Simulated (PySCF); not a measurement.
# Frontier levels across methods

Isopropyldifluoroborane, C₃H₇BF₂.
Structure used (PBE0-D3(BJ)/def2-SVP), in Å, numbered top down from 1:
```xyz
13
C3H7BF2 angstrom
C     -1.011   -0.919    0.335
C      0.039   -0.066   -0.392
C      1.412   -0.145    0.267
B     -0.501    1.397   -0.528
F      0.096    2.439    0.025
F     -1.613    1.657   -1.197
H     -0.693   -1.973    0.386
H     -1.987   -0.884   -0.170
H     -1.157   -0.574    1.372
H      0.111   -0.450   -1.428
H      1.382    0.243    1.297
H      1.771   -1.185    0.315
H      2.163    0.444   -0.281
```

Basis pcSseg-1 throughout (PySCF), one geometry. One conformer (not necessarily the lowest) at the PBE0-D3(BJ)/def2-SVP geometry, without solvent, vibrations or thermal averaging.

Q: How do the orbital energies, the gap and the dipole change with the method?

A: 
```tsv
method	kind	HOMO (eV)	LUMO (eV)	gap (eV)	μ (D)	SCF cycles
BLYP	GGA	-7.45	-0.67	6.78	1.48	14
OPBE	GGA	-7.48	-0.57	6.91	1.50	14
PBE	GGA	-7.52	-0.79	6.73	1.50	14
B97-D	GGA	-7.57	-0.61	6.96	1.53	14
LDA	LDA	-7.60	-1.09	6.51	1.58	14
BP86	GGA	-7.63	-0.83	6.81	1.51	13
KT2	GGA	-7.66	-0.83	6.83	1.55	14
KT3	GGA	-7.71	-0.76	6.95	1.52	14
B97-2	global hybrid	-8.76	0.24	9.00	1.63	12
B3LYP	global hybrid	-8.80	-0.03	8.77	1.60	12
PBE0	global hybrid	-9.01	0.24	9.25	1.64	12
mPW1PW91	global hybrid	-9.06	0.23	9.29	1.65	12
BHandHLYP	global hybrid	-10.45	1.25	11.69	1.74	12
CAM-B3LYP	range-separated hybrid	-10.46	1.34	11.80	1.64	12
wB97X-D	range-separated hybrid	-10.94	2.17	13.11	1.66	12
LC-wPBE	range-separated hybrid	-11.79	2.68	14.47	1.63	12
HF	Hartree–Fock	-12.62	3.77	16.39	1.85	9
```

The HOMO spans 5.17 eV, from BLYP down to HF, and the gap runs from 6.51 eV (LDA) to 16.39 eV (HF). Over the methods BLYP (0 %), OPBE (0 %), PBE (0 %), B97-D (0 %), LDA (0 %), BP86 (0 %), KT2 (0 %), KT3 (0 %), B97-2 (21 %), B3LYP (20 %), PBE0 (25 %), mPW1PW91 (25 %), BHandHLYP (50 %), HF (100 %), a straight line through the gap against the share of exact exchange rises by 0.96 eV for each 10 % (correlation coefficient 0.999). The dipole ranges from 1.48 D (BLYP) to 1.85 D (HF). This basis has no diffuse functions.
